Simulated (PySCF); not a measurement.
A PySCF script (with the pyscf-properties extension) for the NMR shieldings of `FC[Si@@H]([SiH2]SC)[SiH2][SiH3]`, C2H13FSSi4, on a GFN2-xTB geometry:

```python
import basis_set_exchange as bse
import numpy as np
from pyscf import gto, dft
from pyscf.prop import nmr

atoms = """
C     4.235724    1.444576   -0.126475
S     2.612586    1.448079    0.687715
Si    1.902923   -0.503604    0.107733
Si   -0.312781   -0.484859    0.779887
C    -0.943189   -2.272006    0.430188
F    -0.825387   -2.534193   -0.924333
Si   -1.792367    0.994818   -0.271240
Si   -4.054704    0.610237    0.099547
H     4.100218    1.372807   -1.201443
H     4.827106    0.611022    0.239527
H     4.718867    2.382800    0.125189
H     2.875531   -1.449802    0.674556
H     2.123069   -0.561755   -1.340941
H    -0.408555   -0.428884    2.254207
H    -0.374155   -3.050188    0.942400
H    -1.998669   -2.404071    0.675321
H    -1.411810    2.359360    0.126563
H    -1.509366    0.958591   -1.717451
H    -4.247735   -0.382585    1.163179
H    -4.744678    0.094850   -1.084448
H    -4.781549    1.811752    0.514550
"""
names = dict.fromkeys(["C", "S", "Si", "F", "H"], "pcSseg-1")
basis = {el: gto.basis.parse(bse.get_basis(n, elements=[el], fmt="nwchem")) for el, n in names.items()}
mol = gto.M(atom=atoms, basis=basis, charge=0, verbose=0)
mf = dft.RKS(mol, xc="PBE0")
mf.grids.level = 2
mf.grids.alignment = dft.numint.BLKSIZE   # the property module wants whole blocks of grid points
mf.conv_tol = 1e-9
mf.kernel()

calc = nmr.RKS(mf)   # GIAO
C = mf.mo_coeff
Co = C[:, mf.mo_occ > 0]
resp = mf.gen_response(singlet=True, hermi=2)
def vind(x):   # induced exchange potential for any number of trial vectors
    d = np.einsum("pi,xij,qj->xpq", C, 2 * x.reshape(-1, C.shape[1], Co.shape[1]), Co, optimize=True)
    return np.einsum("xpq,pi,qj->xij", resp(d - d.transpose(0, 2, 1)), C, Co, optimize=True).ravel()
mo1, _ = nmr.rhf.solve_mo1(calc, with_cphf=vind)
sigma = calc.kernel(mo1)
for i, s in enumerate(sigma):   # ppm
    print("%2d %-2s %9.2f" % (i, mol.atom_pure_symbol(i), np.trace(s) / 3))
```

Question: What are the results?

Answer: 
```
 0 C     167.42
 1 S     728.47
 2 Si    392.19
 3 Si    426.28
 4 C     107.96
 5 F     457.31
 6 Si    476.45
 7 Si    468.38
 8 H      29.61
 9 H      29.67
10 H      29.49
11 H      26.74
12 H      27.00
13 H      27.84
14 H      26.63
15 H      26.64
16 H      28.15
17 H      28.07
18 H      28.21
19 H      28.08
20 H      28.10
```

These numbers come from an equivalent density-fitted implementation of the same equations, which agrees with the script to about 0.01 ppm for H and up to a few tenths of a ppm for heavy atoms, so last digits may differ.

Question: Turn these shieldings into chemical shifts. Shifts are taken against calculated references (same method and geometry level): TMS for $^{13}$C (σ = 186.93 ppm) and $^{29}$Si (σ = 349.16 ppm) and $^{1}$H (σ = 31.72 ppm); CS2 for $^{33}$S (σ = 503.73 ppm); $^{19}$F (σ = 170.95 ppm) vs CFCl3.

Answer: Averaging equivalent atoms: C 4: 79.0; C 0: 19.5; S 1: -225; Si 2: -43.0; Si 3: -77.1; Si 7: -119.2; Si 6: -127.3; F 5: -286.4; H 14: 5.09; H 15: 5.08; H 11: 4.98; H 12: 4.72; H 13: 3.88; H 17: 3.65; H 18/19/20: 3.58; H 16: 3.57; H 8/9/10: 2.13 ppm. Unscaled 19F shifts against computed CFCl3 carry errors that often reach 10 to 50 ppm.

Size and cost of the density-fitted run: 236 basis functions, 110 s wall time on 1 thread of an Arm Neoverse N1, shared host; peak memory 1.1 GiB.
